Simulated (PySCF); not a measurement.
BCl2Br.
InChI=1S/BBrCl2/c2-1(3)4

The calculation used PySCF, TDDFT wB97X-D/def2-SVPD, vertical, gas phase, core orbitals frozen in the response. Isolated species at its PBE0-D3(BJ)/def2-SVP geometry, gas phase. The wB97X-D/def2-SVPD calculation is non-relativistic and has no spin–orbit coupling, an omission that weighs most on bromine.

| state | λ (nm) | E (eV) | f | symmetry | main configurations (H = HOMO, L = LUMO) |
| --- | --- | --- | --- | --- | --- |
| S1 | 228.8 | 5.42 | 0.0000 | – | H→L (99%) |
| S2 | 194.0 | 6.39 | 0.0000 | – | H-2→L (99%) |
| S3 | 192.2 | 6.45 | 0.0001 | – | H-3→L (99%) |
| S4 | 192.0 | 6.46 | 0.147 | A1 | H-1→L (96%) |
| S5 | 173.9 | 7.13 | 0.125 | B1 or B2 | H-4→L (94%) |
| S6 | 160.9 | 7.71 | 0.046 | B1 or B2 | H→L+1 (71%), H→L+2 (10%) |
| S7 | 153.5 | 8.08 | 0.013 | B1 or B2 | H-1→L+1 (67%), H-1→L+2 (14%), H-1→L+4 (8%) |
| S8 | 148.9 | 8.33 | 0.0006 | – | H→L+2 (36%), H→L+4 (36%), H→L+1 (18%) |
| S9 | 143.5 | 8.64 | 0.010 | A1 | H-5→L (94%) |
| S10 | 140.7 | 8.81 | 0.015 | B1 or B2 | H-1→L+4 (40%), H-1→L+2 (26%), H-1→L+1 (22%) |

Triplets (Tamm–Dancoff): T1 5.28 eV, H→L (99%); T2 5.60 eV, H-1→L (99%); T3 6.21 eV, H-4→L (99%); T4 6.23 eV, H-2→L (98%).

The lowest singlet lies at 5.42 eV (229 nm, ultraviolet) and is dark (f under 0.0005); its leading configuration is HOMO→LUMO (99%). The strongest level in the table is S4 at 6.46 eV (192 nm, f = 0.147). S3/S4 lie within about 0.01 eV of each other. Löwdin shares by element: HOMO bromine 66%, chlorine 32%; LUMO boron 46%, chlorine 36%, bromine 18%. The oscillator strengths of these states sum to 0.357; summed over the whole spectrum of an exact calculation they would give the number of electrons, 74 (Thomas–Reiche–Kuhn). Of the 10 states listed, 6 reach f = 0.01 and 3 stay under 0.0005. Weighted by f, the mean energy of these states is 7.08 eV. Symmetry labels in C2v follow from the direction of the transition dipole and are given only for states with f of 0.002 or more; B1 and B2 swap with the choice of axes. Singlets were solved by full linear response, triplets in the Tamm–Dancoff approximation.

On one thread, Arm Neoverse V2, on a shared host, this took 6.9 s wall.
